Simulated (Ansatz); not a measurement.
The cluster Li2F2⁺ (the lowest doublet isomer of a short search) was relaxed with PBE0-D4 (def2-TZVP) in Ansatz in these states: charge +1 doublet, charge +1 quartet. The geometries follow in no particular order.

A:

```csv
atom,x (Å),y (Å),z (Å)
Li1,1.085,0.946,-0.622
Li2,-1.085,-0.946,0.622
F3,-0.232,0.686,0.639
F4,0.232,-0.686,-0.639
```

B:

```xyz
4

Li    0.001    1.490   -2.463
Li    1.746    1.716    0.473
F    -0.670   -0.668    0.557
F    -1.077   -2.538    1.432
```

Problem. Judge from the bond lengths which geometry belongs to which state (an estimate).

Solution. A is the charge +1 doublet (Li1–F4 1.842 Å, Li2–F4 1.842 Å, Li1–F3 1.841 Å); B is the charge +1 quartet (Li1–F4 5.706 Å, Li2–F4 5.195 Å, Li1–F3 3.772 Å).

In the doublet, F3 and F4 lie 1.93 Å apart (atoms count from 1), so these atoms are partly bonded to each other. The charge +1 quartet has come apart into loosely held pieces.
